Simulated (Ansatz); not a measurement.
Start from `C[CH]([GeH3])C#N` and change one atom or group to get `CCC(C)C#N`.

Ansatz, PBE0-D4/def2-TZVP geometries, multiplicity 1. Each molecule was computed in one conformer, which needn't be the lowest.

Scalar relativity is left out up to krypton.

| property | `C[CH]([GeH3])C#N` |
| --- | --- |
| HOMO–LUMO gap (PBE0/def2-TZVPP) / eV | 8.58 |
| HOMO energy (PBE/def2-TZVPP) / eV | -7.28 |
| LUMO energy (ωB97M-V/def2-TZVPP) / eV | 1.71 |
| size of the dipole moment (PBE/def2-TZVPP) / D | 4.01 |
| HOMO–LUMO gap (ωB97M-V/def2-TZVPP) / eV | 12.38 |
| LUMO energy (PBE/def2-TZVPP) / eV | -0.76 |

Q: What does the change do to each property? (Estimate.)

A: Computed: 
```json
{"property": "HOMO–LUMO gap (PBE0/def2-TZVPP) / eV", "`CCC(C)C#N`": "9.65", "shift": "1.07"}
{"property": "HOMO energy (PBE/def2-TZVPP) / eV", "`CCC(C)C#N`": "-7.80", "shift": "-0.52"}
{"property": "LUMO energy (ωB97M-V/def2-TZVPP) / eV", "`CCC(C)C#N`": "2.10", "shift": "0.39"}
{"property": "size of the dipole moment (PBE/def2-TZVPP) / D", "`CCC(C)C#N`": "4.01", "shift": "0.00"}
{"property": "HOMO–LUMO gap (ωB97M-V/def2-TZVPP) / eV", "`CCC(C)C#N`": "13.56", "shift": "1.18"}
{"property": "LUMO energy (PBE/def2-TZVPP) / eV", "`CCC(C)C#N`": "-0.41", "shift": "0.35"}
```

With PBE0 the HOMO falls by 0.65 eV and the LUMO rises by 0.43 eV, so the gap widens by about 1.08 eV. PBE moves the HOMO by -0.52 eV and ωB97M-V by -0.80 eV. Dipoles are sizes alone; their direction can turn.
